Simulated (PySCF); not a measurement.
# Electronic structure of Hg⁺ (mercury, charge +1) at the PBE level

Configuration: [Xe] 4f14 5d9 6s2, 2D determinant (an excited configuration). Calculation: PySCF 2.14, in x2c-TZVPPall with one added diffuse shell each of s, p, d, f type (12s8p8d4f1g, 113 functions); scalar relativity by spin-free X2C-1e.

| Property | Result |
| --- | --- |
| Total energy | -19625.24 hartree |
| One-electron energy | -26847.21 hartree |
| Hartree (Coulomb) energy | 7599.65 hartree |
| Exchange-correlation energy | -377.68 hartree |
| ⟨S²⟩ | 0.7505 |
| ⟨L²⟩ | 6.007 |
| Sum of ⟨r⟩ | 44.17 bohr |
| Sum of ⟨r²⟩ | 53.57 bohr² |
| Traceless quadrupole moment −½Σ⟨3z² − r²⟩ along its main axis | -0.560 e·bohr² |
| Langevin diamagnetic susceptibility | -42.4 ×10⁻⁶ cm³/mol |
| Time after the integrals | of the order of 9 core-seconds |

| shell | electrons | mean orbital energy (eV) | spread (eV) | rms radius, mean of both spins (bohr) |
| --- | --- | --- | --- | --- |
| 1s α | 1 | -82865.6 | 0 | 0.0187 |
| 1s β | 1 | -82865.6 | 0 | 0.0187 |
| 2s α | 1 | -14697.5 | 0 | 0.0756 |
| 2s β | 1 | -14697.4 | 0 | 0.0756 |
| 2p α | 3 | -12737.6 | 0.181 | 0.0694 |
| 2p β | 3 | -12737.5 | 0.111 | 0.0694 |
| 3s α | 1 | -3499.8 | 0 | 0.193 |
| 3s β | 1 | -3499.8 | 0 | 0.193 |
| 3p α | 3 | -2930.4 | 0.325 | 0.195 |
| 3p β | 3 | -2930.4 | 0.287 | 0.195 |
| 3d α | 5 | -2303.4 | 0.362 | 0.178 |
| 3d β | 5 | -2303.4 | 0.246 | 0.178 |
| 4s α | 1 | -779.88 | 0 | 0.424 |
| 4s β | 1 | -779.79 | 0 | 0.424 |
| 4p α | 3 | -591.96 | 0.649 | 0.452 |
| 4p β | 3 | -591.88 | 0.570 | 0.452 |
| 4d α | 5 | -361.50 | 0.800 | 0.482 |
| 4d β | 5 | -361.41 | 0.630 | 0.482 |
| 5s α | 1 | -130.95 | 0 | 0.955 |
| 5s β | 1 | -130.38 | 0 | 0.955 |
| 4f α | 7 | -109.46 | 0.744 | 0.531 |
| 4f β | 7 | -109.34 | 0.611 | 0.531 |
| 5p α | 3 | -80.025 | 1.381 | 1.10 |
| 5p β | 3 | -79.336 | 0.682 | 1.10 |
| 5d α | 5 | -22.115 | 1.596 | 1.55 |
| 5d β | 4 | -21.401 | 0.845 | 1.55 |
| 6s α | 1 | -16.079 | 0 | 2.67 |
| 6s β | 1 | -15.778 | 0 | 2.67 |

Spin-orbit coupling, absent here, splits the open shell strongly.

Densities and radii are taken from the X2C orbitals without a picture-change correction, which distorts them close to the nucleus.
